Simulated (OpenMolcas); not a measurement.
Au5+: moving or changing the point charges

Au5+ among 4 point charges of -2 e arranged as a square (D4h), 2.1 Å from the ion.

```json
{"Program": "OpenMolcas 26.06", "Method": "CASSCF", "Basis": "ANO-RCC-VDZP [7s6p4d2f]", "Scalar Hamiltonian": "DKH2, point nucleus", "Active space": "6 electrons in 5 orbitals (5d)", "State averaging": "2S+1 = 5 even, 5 roots; 2S+1 = 3 even, 45 roots; 2S+1 = 1 even, 50 roots", "Spin-orbit coupling": "state interaction with AMFI integrals over the reference wave functions"}
```

Runs around this geometry, states (labels of D4, the rotations of D4h). Energies in cm-1 above the lowest state or level, χT in cm3 K/mol.

```csv
R (Å),q (e),Ground state,First state of that spin,First gap with spin-orbit (degeneracies),χT at 300 K,First state of another spin
2.1,-1.3,5A1,5E 1685,"348.2 (1, 2)",3.851,3B2 20397
1.97,-2,5A1,5E 3908,"680.5 (1, 2)",2.590,3B2 15440
2.1,-2,5A1,5E 3201,"557.0 (1, 2)",3.050,3B2 17895
2.23,-2,5A1,5E 2667,"470.3 (1, 2)",3.395,3B2 19616
```

Taking the first state of the same spin as R^-n, n = -ln(2667 / 3908) / ln(2.23 / 1.97) = 3.1 between the shortest and longest distance.

Scaling the charges by -1.3 / -2 = 0.65 scales the first state of the same spin by 1685 / 3201 = 0.53; with fixed orbitals a first-order splitting would follow the charge.

Without dynamic correlation the repulsion within the d shell is too large (B by tens of per cent), so at a given field states of lower spin stand too high. Point charges give a weaker field than real ligands, and real ions of this kind are as a rule low spin; the high spin found here belongs to the model. Spin-orbit coupling mixes the spin-free states strongly: the lowest level takes only 48 % from its leading state, 5A1 (figures for R = 2.1, q = -1.3; the like holds for R = 1.97, q = -2, R = 2.1, q = -2, R = 2.23, q = -2). This is an electrostatic model: the charges have no orbitals. No measured value stands beside these numbers.
